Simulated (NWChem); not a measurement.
Molecule: SiH$_{4}$O$_{4}$; SMILES O[Si](O)(O)O

```xyz
9

O     -0.2649    -1.3792     0.8670
Si     0.0000     0.0000     0.0000
O      1.3792    -0.2649    -0.8670
O     -1.3792     0.2649    -0.8670
O      0.2649     1.3792     0.8670
H      0.5420    -1.8330     1.1486
H      1.8330     0.5420    -1.1486
H     -1.8330    -0.5420    -1.1486
H     -0.5420     1.8330     1.1486
```
Atoms are numbered in this order, from 1.

All runs: NWChem. Structure relaxed at the B3LYP/6-31G* (spherical d) level. Atomic charges in e: unrestrained fits to the electrostatic potential beside Mulliken populations; buried atoms are poorly determined by the fit.

### Question
What does the run give for B3LYP/def2-SVP? Quantities: ESP O1; Mulliken O1; ESP Si2; Mulliken Si2; ESP O3; Mulliken O3; ESP O4; Mulliken O4; ESP O5; Mulliken O5; relative RMS misfit of the potential (%).

### Answer
ESP O1: -0.76
Mulliken O1: -0.40
ESP Si2: 1.34
Mulliken Si2: 0.81
ESP O3: -0.76
Mulliken O3: -0.40
ESP O4: -0.76
Mulliken O4: -0.40
ESP O5: -0.76
Mulliken O5: -0.40
relative RMS misfit of the potential (%): 15
